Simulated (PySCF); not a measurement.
Electric field gradients and quadrupole coupling constants

Compound: C7H11OP.
Geometry (GFN2-xTB, Å), atoms numbered from 1 in this order:
```xyz
20
C7H11OP angstrom
C     -2.6404    0.7972   -1.3928
C     -1.4344    1.0331   -0.8811
C     -0.5880    0.0573   -0.2410
C      0.6821    0.3257    0.1398
O      1.2601    1.5386   -0.0464
C      2.5489    1.7052    0.4867
P      1.5454   -1.0990    0.9220
C     -0.1003   -1.9394    1.0864
C     -1.0255   -1.3605    0.0132
H     -3.0968   -0.1775   -1.3716
H     -3.2116    1.5792   -1.8622
H     -1.0073    2.0254   -0.9372
H      2.8695    2.7071    0.2046
H      3.2480    0.9671    0.0757
H      2.5408    1.6155    1.5789
H      1.8849   -1.7026   -0.3079
H     -0.4811   -1.7007    2.0851
H      0.0062   -3.0234    1.0226
H     -2.0666   -1.4009    0.3365
H     -0.9390   -1.9366   -0.9143
```

Field gradients from the PBE0/pcSseg-1 density (PySCF, non-relativistic), principal values in atomic units, ordered |Vxx| ≤ |Vyy| ≤ |Vzz|:

```csv
atom,Vxx,Vyy,Vzz
O5,-0.2467,-1.6516,1.8983
```

Q: Find the asymmetry η = (Vxx − Vyy)/Vzz and the couplings χ = eQV/h (234.96 MHz × Q in barn × V in au), with Q(17O) = −0.0256 b.

A: 
```csv
atom,environment,nucleus,η,χzz (MHz),χxx (MHz),χyy (MHz)
O5,ether oxygen,17O,0.74,-11.42,1.48,9.93
```

The tensor is traceless: Vxx + Vyy + Vzz = 0.

Q: What is Vzz at O5 in SI units (1 au = 9.71736 × 10²¹ V/m²)?

A: 1.8983 au = 18.446 × 10²¹ V/m².

Q: What couplings would deuterons (Q(2H) = 0.00286 b) have in place of the hydrogens, at this geometry?

A: 
```json
{"atom": "H10", "bonded to": "C1", "bond length (Å)": "1.076", "Vzz (au)": "0.3395", "η": "0.06", "χzz (kHz)": "228"}
{"atom": "H11", "bonded to": "C1", "bond length (Å)": "1.076", "Vzz (au)": "0.3402", "η": "0.06", "χzz (kHz)": "229"}
{"atom": "H12", "bonded to": "C2", "bond length (Å)": "1.082", "Vzz (au)": "0.3200", "η": "0.05", "χzz (kHz)": "215"}
{"atom": "H13", "bonded to": "C6", "bond length (Å)": "1.089", "Vzz (au)": "0.3038", "η": "0.07", "χzz (kHz)": "204"}
{"atom": "H14", "bonded to": "C6", "bond length (Å)": "1.097", "Vzz (au)": "0.2874", "η": "0.10", "χzz (kHz)": "193"}
{"atom": "H15", "bonded to": "C6", "bond length (Å)": "1.096", "Vzz (au)": "0.2879", "η": "0.09", "χzz (kHz)": "194"}
{"atom": "H16", "bonded to": "P7", "bond length (Å)": "1.411", "Vzz (au)": "0.1852", "η": "0.07", "χzz (kHz)": "124"}
{"atom": "H17", "bonded to": "C8", "bond length (Å)": "1.095", "Vzz (au)": "0.2997", "η": "0.02", "χzz (kHz)": "201"}
{"atom": "H18", "bonded to": "C8", "bond length (Å)": "1.091", "Vzz (au)": "0.3094", "η": "0.02", "χzz (kHz)": "208"}
{"atom": "H19", "bonded to": "C9", "bond length (Å)": "1.091", "Vzz (au)": "0.3052", "η": "0.03", "χzz (kHz)": "205"}
{"atom": "H20", "bonded to": "C9", "bond length (Å)": "1.095", "Vzz (au)": "0.2989", "η": "0.02", "χzz (kHz)": "201"}
```

Isolated species at its GFN2-xTB geometry (one conformer only). GFN2-xTB bond lengths can be off by several hundredths of an ångström, more for odd bonds, and the gradients follow them. These gradients aren't converged with respect to the basis.
